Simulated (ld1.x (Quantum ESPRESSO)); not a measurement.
**An all-electron radial function and its pseudo partner (Au (Z = 79))**

Columns: radius, all-electron u(r) and pseudo u(r) of the 5p shell (level -59.70 eV) of gold in the configuration [Kr] 4d10 4f14 5s2 5p6 5d10 6s1 6p0; revPBE, scalar-relativistic, TM scheme, ld1.x (Quantum ESPRESSO) 7.5.

```json
{"r (bohr)": "0.082", "all-electron": "-0.1057", "pseudo": "-0.0193"}
{"r (bohr)": "0.165", "all-electron": "-0.3241", "pseudo": "-0.0768"}
{"r (bohr)": "0.248", "all-electron": "0.2863", "pseudo": "-0.1683"}
{"r (bohr)": "0.330", "all-electron": "0.6058", "pseudo": "-0.2857"}
{"r (bohr)": "0.413", "all-electron": "0.4723", "pseudo": "-0.4230"}
{"r (bohr)": "0.495", "all-electron": "0.1026", "pseudo": "-0.5671"}
{"r (bohr)": "0.578", "all-electron": "-0.3131", "pseudo": "-0.7107"}
{"r (bohr)": "0.660", "all-electron": "-0.6605", "pseudo": "-0.8397"}
{"r (bohr)": "0.742", "all-electron": "-0.9091", "pseudo": "-0.9464"}
{"r (bohr)": "0.825", "all-electron": "-1.0607", "pseudo": "-1.0245"}
{"r (bohr)": "0.908", "all-electron": "-1.1278", "pseudo": "-1.0678"}
{"r (bohr)": "0.990", "all-electron": "-1.1312", "pseudo": "-1.0754"}
{"r (bohr)": "1.072", "all-electron": "-1.0913", "pseudo": "-1.0509"}
{"r (bohr)": "1.155", "all-electron": "-1.0227", "pseudo": "-0.9988"}
{"r (bohr)": "1.238", "all-electron": "-0.9383", "pseudo": "-0.9267"}
{"r (bohr)": "1.320", "all-electron": "-0.8484", "pseudo": "-0.8439"}
{"r (bohr)": "1.402", "all-electron": "-0.7579", "pseudo": "-0.7566"}
{"r (bohr)": "1.485", "all-electron": "-0.6696", "pseudo": "-0.6694"}
{"r (bohr)": "1.568", "all-electron": "-0.5871", "pseudo": "-0.5870"}
{"r (bohr)": "1.650", "all-electron": "-0.5124", "pseudo": "-0.5124"}
{"r (bohr)": "1.733", "all-electron": "-0.4442", "pseudo": "-0.4442"}
{"r (bohr)": "1.815", "all-electron": "-0.3843", "pseudo": "-0.3843"}
{"r (bohr)": "1.898", "all-electron": "-0.3307", "pseudo": "-0.3307"}
{"r (bohr)": "1.980", "all-electron": "-0.2843", "pseudo": "-0.2843"}
{"r (bohr)": "2.062", "all-electron": "-0.2439", "pseudo": "-0.2439"}
{"r (bohr)": "2.145", "all-electron": "-0.2084", "pseudo": "-0.2084"}
```

Task: How many radial nodes do the two functions have?

Result: The all-electron 5p function has n − l − 1 = 3 (the table is too coarse to show those close to the nucleus); the pseudo-wave has 0, since the states of the same l below it are removed with the core.

Task: At about which radius was the pseudo-wave matched?

Result: 1.65 bohr. The columns agree to 0.0005 from 1.49 bohr on; several derivatives are matched, so the curves merge somewhat inside the radius.

Task: Is the pseudo-wave norm-conserving?

Result: Yes: the TM scheme keeps the norm inside the radius equal to the all-electron one, which fixes the energy derivative of the logarithmic derivative at the level.
